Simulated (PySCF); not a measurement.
Si(NH2)(SH) (H3NSSi), SMILES N[Si]S (connectivity only; charge and spin as stated), neutral, multiplicity 1.

Geometry optimised at r2SCAN-D4/def2-TZVP. Other conformers were not sampled.

Level of theory: TDDFT-LC-ωPBE/def2-SVPD run with PySCF 2.14.0.

Vertical excitations. Isolated molecule, no solvent. State labels are in the subgroup Cs.

| state | symmetry | energy (eV) | λ (nm) | f | main pairs |
|---|---|---|---|---|---|
| S1 | A" | 4.40 | 282 | 0.042 | HOMO→LUMO 99 % |
| S2 | A' | 5.73 | 217 | 0.007 | HOMO−1→LUMO 81 %, HOMO→LUMO+1 13 % |
| S3 | A" | 6.54 | 190 | 0.000 | HOMO−1→LUMO+1 36 %, HOMO−1→LUMO+2 20 %, HOMO−1→LUMO+6 16 %, HOMO−1→LUMO+3 11 % |
| S4 | A' | 6.57 | 189 | 0.524 | HOMO→LUMO+1 75 %, HOMO−1→LUMO 14 % |
| S5 | A' | 6.76 | 184 | 0.035 | HOMO→LUMO+2 67 %, HOMO→LUMO+3 13 %, HOMO→LUMO+4 11 % |
| S6 | A" | 7.12 | 174 | 0.057 | HOMO−1→LUMO+2 56 %, HOMO−1→LUMO+1 32 % |
| S7 | A' | 7.17 | 173 | 0.082 | HOMO−2→LUMO 42 %, HOMO→LUMO+3 20 %, HOMO→LUMO+2 13 %, HOMO→LUMO+6 12 % |
| S8 | A' | 7.52 | 165 | 0.355 | HOMO−2→LUMO 49 %, HOMO→LUMO+3 24 %, HOMO→LUMO+7 10 % |
| S9 | A" | 7.67 | 162 | 0.002 | HOMO−1→LUMO+3 26 %, HOMO−2→LUMO+1 26 %, HOMO−1→LUMO+1 13 %, HOMO−1→LUMO+6 11 % |
| S10 | A" | 7.90 | 157 | 0.023 | HOMO−3→LUMO 84 % |
| T1 | A" | 2.68 | 462 | 0 | HOMO→LUMO 95 % |
| T2 | A' | 4.64 | 267 | 0 | HOMO→LUMO+1 62 % |
| T3 | A' | 4.86 | 255 | 0 | HOMO−1→LUMO 91 % |
| T4 | A' | 5.87 | 211 | 0 | HOMO−2→LUMO 88 % |
Triplets are in the Tamm–Dancoff approximation, which puts them higher than full response would, so one can lie above its singlet here.
